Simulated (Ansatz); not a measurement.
Born–Oppenheimer molecular dynamics of C2H10AlClSi (15 atoms, charge 0, multiplicity 1). It starts from a rough guess of a transition structure, not a stationary point.

The calculation used UKS BLYP-D4/STO-3G in Ansatz.

```
ensemble                      : NVE (velocity Verlet)
time step                     : 0.5 fs
steps asked                   : 150
starting velocities drawn for : 1000 K
seed                          : 959867
```

First frame:

```xyz
15
Properties=species:S:1:pos:R:3
Al -0.322 0.846 -0.377
C 1.798 0.090 0.070
C -1.034 -0.028 -2.012
Cl -0.135 2.853 -0.131
H 0.597 -0.105 0.752
Si -0.838 -0.565 1.877
H 2.265 -0.885 -0.027
H 2.430 0.729 0.681
H 1.724 0.538 -0.934
H -0.815 -1.100 -2.016
H -0.669 0.375 -2.965
H -2.126 0.057 -2.051
H -0.611 -2.015 1.672
H -0.041 -0.275 3.090
H -2.222 -0.513 2.371
```

(1) How far do the bonds stretch over the last three quarters of this one trajectory? (Pairs bonded in most of those frames.)

Answers

(1) 
| bond | mean (Å) | spread (Å) | shortest | longest |
| --- | --- | --- | --- | --- |
| Al1–C3 | 1.942 | 0.078 | 1.84 | 2.06 |
| Al1–Cl4 | 2.149 | 0.154 | 1.91 | 2.36 |
| Al1–Si6 | 2.338 | 0.177 | 2.08 | 2.54 |
| C2–H5 | 1.130 | 0.068 | 1.01 | 1.28 |
| C2–H7 | 1.115 | 0.037 | 1.06 | 1.17 |
| C2–H8 | 1.112 | 0.033 | 1.06 | 1.17 |
| C2–H9 | 1.124 | 0.064 | 1.01 | 1.24 |
| C3–H10 | 1.109 | 0.014 | 1.08 | 1.14 |
| C3–H11 | 1.113 | 0.019 | 1.08 | 1.16 |
| C3–H12 | 1.111 | 0.020 | 1.08 | 1.14 |
| Si6–H13 | 1.469 | 0.056 | 1.38 | 1.55 |
| Si6–H14 | 1.461 | 0.030 | 1.42 | 1.51 |
| Si6–H15 | 1.460 | 0.012 | 1.44 | 1.49 |

Mean temperature of the second half: 1675 K. The conserved energy stayed within 0.58 meV per atom of its start (net change 0.18 meV per atom), so the integration is sound. The system heated up, since it started high on the potential surface and ran downhill. A run of 0.075 ps of so small a system gives no equilibrium averages. The orbitals stay closed-shell, which can raise the energy where a bond breaks towards radicals; this wasn't checked here. Limits of this set-up: minimal basis.

Time of the run: 12 min on 1 thread of Arm Neoverse V2 (shared host), peak memory 0.14 GiB.
